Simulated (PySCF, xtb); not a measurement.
BH3, SMILES B (connectivity only; charge and spin as stated), charge +1, multiplicity 2. Atoms are numbered in the order given.

```xyz
4

B      0.0000     0.0000    -0.1173
H      0.0000    -0.7164     0.9381
H      0.0000     0.0000    -1.2899
H      0.0000     0.7164     0.9381
```
Charge +1, spin multiplicity 2.

The structure is a stationary point at r2SCAN-D4/def2-TZVPD. The multiplicity is an assumed one; other spin states were not compared. The isomer is the one that the SMILES or the coordinates give; other isomers of the formula were not compared.

These are PySCF with IEF-PCM-M06-2X/def2-TZVPD values and carry that method's errors.

The values are the electrostatic part of the solvation free energy, E(continuum) − E(gas) at the gas-phase geometry, in a cavity of scaled van der Waals radii (PySCF's table); cavitation and dispersion terms are not included.

Computed values in water (ε = 78.36), ethanol (ε = 24.85), N,N-dimethylformamide (ε = 37.22):
```
solvent                    ε  ΔG(elec) (kcal/mol)
---------------------  -----  -------------------
water                  78.36                -73.0
ethanol                24.85                -70.9
N,N-dimethylformamide  37.22                -71.9
```

For comparison, GFN2-xTB/ALPB(water) (xtb, at the GFN2-xTB geometry, all terms of that model) gives -74.8 kcal/mol.
